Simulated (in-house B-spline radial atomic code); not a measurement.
# CAM-B3LYP excitations of the thallium ion Tl³⁺

Method: CAM-B3LYP. Computed with a B-spline radial code for spherical atoms: linear response of the closed shell [Xe] 4f14 5d10 with the functional's adiabatic kernel; scalar-relativistic (spin-free one-electron X2C), finite nucleus, no spin-orbit coupling, no double excitations, S, P, D and F terms only; shells from n = 3 respond. Only terms of natural parity with L up to 3 were computed.

Spin-orbit coupling is strong here, so these LS terms don't match observed levels.

Command:
```bash
python run_td.py task.json out
```
Settings (radii: box in bohr, nucleus in fm):
```
Z                        81
electrons                78
configuration            [Xe] 4f14 5d10
hamiltonian              x2c
method                   camb3lyp
box_radius               23.08
rms_radius               5.4759
intervals                71
```

Run time, properties included: 16 s on 1 thread of Arm Neoverse N1, on a shared host.

The lowest states, in the order of their Tamm-Dancoff energies; the method's threshold (minus the highest occupied level) is 47.85 eV. Labels give the largest channel, * marks a mixed state, and oscillator strengths are full-response dipole values. Semilocal kernels can invert the small singlet-triplet splittings of Rydberg terms. Energies in eV:

```
     state  full response  Tamm-Dancoff  oscillator strength
5d → 6s 3D          9.039         9.068                    -
5d → 6s 1D         10.078        10.126                    -
5d → 6p 3P         19.201        19.229                    -
5d → 6p 3F              ?             ?                    -
5d → 6p 1F         19.878        19.880                    -
5d → 6p 1P         20.770        20.879                0.943
5d → 6d 3S          30.38         30.39                    -
5d → 7s 3D              ?             ?                    -
5d → 7s 1D          30.60         30.61                    -
5d → 6d 3D          30.69         30.69                    -
```

Q: Where does 5d → 7s 3D lie?

A: At 30.45 eV in full response, 30.45 eV in Tamm-Dancoff.

Q: Where does 5d → 6p 3F lie?

A: At 19.417 eV in full response, 19.435 eV in Tamm-Dancoff.

Q: How large is the singlet-triplet splitting of 5d → 6s (D terms) in Tamm-Dancoff?

A: 1.06 eV, from the unrounded values.

Q: What polarisabilities and dispersion coefficient does the method give?

A: Dipole 5.315 bohr³, quadrupole 20.61 bohr⁵, C6 31.23 hartree·bohr⁶ for two such species.
